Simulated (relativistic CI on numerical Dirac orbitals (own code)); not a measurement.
## Sc+ in a cubic cluster: 2p photoemission with charge transfer

Computed with a charge-transfer multiplet model of a cubic metal-ligand cluster with up to one ligand hole, Slater and spin-orbit integrals from Dirac-Coulomb-Breit ions, Slater integrals scaled by 0.8. The parameters are those of a tetrahedral site (10Dq negative, t2 hopping the larger). The ground state mixes d2 with configurations of k ligand holes L, whose averages lie at kΔ + k(k − 1)U_dd/2; a core hole lowers each added d electron by U_cd. 20 K, Lorentzian 0.6 eV and Gaussian 0.8 eV FWHM.

Atomic integrals in eV (Slater integrals scaled, ζ unscaled), ground: F2dd 4.710, F4dd 2.885, zeta_d 0.005; with the core hole: F2dd 6.786, F4dd 4.228, zeta_d 0.015, zeta_core 3.008, F2cd 3.515, G1cd 2.451, G3cd 1.388.

Cluster parameters (eV): Δ = 7, U_dd = 3.8, U_cd = 4.8, 10Dq = -0.5, 10Dq(ligand) = 0, final-state hopping factor = 1.

| Case | n_d | d2 | d3L | S |
| --- | --- | --- | --- | --- |
| V(eg) = 0.25 eV, V(t2g) = -0.42 eV | 2.02 | 0.98 | 0.02 | 1.00 |
| V(eg) = 0.85 eV, V(t2g) = -1.44 eV | 2.15 | 0.85 | 0.15 | 1.00 |
| V(eg) = 1.15 eV, V(t2g) = -1.95 eV | 2.21 | 0.79 | 0.21 | 1.00 |
| V(eg) = 1.45 eV, V(t2g) = -2.46 eV | 2.26 | 0.74 | 0.26 | 1.00 |
| V(eg) = 1.75 eV, V(t2g) = -2.97 eV | 2.29 | 0.71 | 0.29 | 1.00 |

Weights, n_d and S are thermal averages at 20 K. Binding energies count from the first peak over 30 % of the highest in each spectrum, which can be another peak from case to case. The parameters are a model scan and need not match a compound or its usual spin state. Peaks in eV (height, largest 100):
- V(eg) = 0.25 eV, V(t2g) = -0.42 eV: 0.0 (100), 4.8 (54)
- V(eg) = 0.85 eV, V(t2g) = -1.44 eV: 0.0 (100), 4.8 (51)
- V(eg) = 1.15 eV, V(t2g) = -1.95 eV: 0.0 (100), 4.8 (52)
- V(eg) = 1.45 eV, V(t2g) = -2.46 eV: 0.0 (100), 4.8 (53)
- V(eg) = 1.75 eV, V(t2g) = -2.97 eV: 0.0 (100), 4.8 (54)

Curve for V(eg) = 0.25 eV, V(t2g) = -0.42 eV (points under 2 left out, the grid thinned):

E (eV), Intensity and a bar:
```
     -3.2        2.1 
     -2.9        2.5 
     -2.6        3.2 
     -2.4        3.7 #
     -2.1        5.0 #
     -1.8        7.0 ##
     -1.5       10.9 ###
     -1.3       15.8 ####
     -1.0       29.9 #########
     -0.7       55.2 ################
     -0.4       84.1 #########################
     -0.1       99.6 ##############################
      0.1       98.1 ##############################
      0.4       81.7 #########################
      0.7       57.7 #################
      1.0       37.3 ###########
      1.2       28.7 ########
      1.5       22.5 ######
      1.8       21.0 ######
      2.1       20.7 ######
      2.3       20.2 ######
      2.6       18.8 #####
      2.9       17.0 #####
      3.2       15.3 ####
      3.5       15.0 ####
      3.7       16.5 ####
      4.0       23.0 ######
      4.3       35.6 ##########
      4.6       49.5 ###############
      4.8       53.9 ################
      5.1       48.4 ##############
      5.4       34.3 ##########
      5.7       21.9 ######
      6.0       14.8 ####
      6.2       12.5 ###
      6.5       11.1 ###
      6.8       10.6 ###
      7.1        9.6 ##
      7.3        8.5 ##
      7.6        6.6 #
      7.9        5.0 #
      8.2        4.0 #
      8.4        3.4 
      8.7        2.7 
      9.0        2.1
```

For the case V(eg) = 1.15 eV, V(t2g) = -1.95 eV, Δ = 7 eV is larger than U_dd = 3.8 eV, the Mott-Hubbard side of the Zaanen-Sawatzky-Allen scheme. With the core hole the average of the configuration with one ligand hole lies at Δ − U_cd = 2.2 eV before mixing: the effective hopping of about 5.0 eV (from the holes of the mixed ground state) is comparable with this gap or larger, so the configurations mix strongly.

With at most 1 ligand hole the space is cut while the next configuration still counts, so covalency is underestimated, and a final configuration with one more ligand hole, which can lie low, is missing from the spectra.
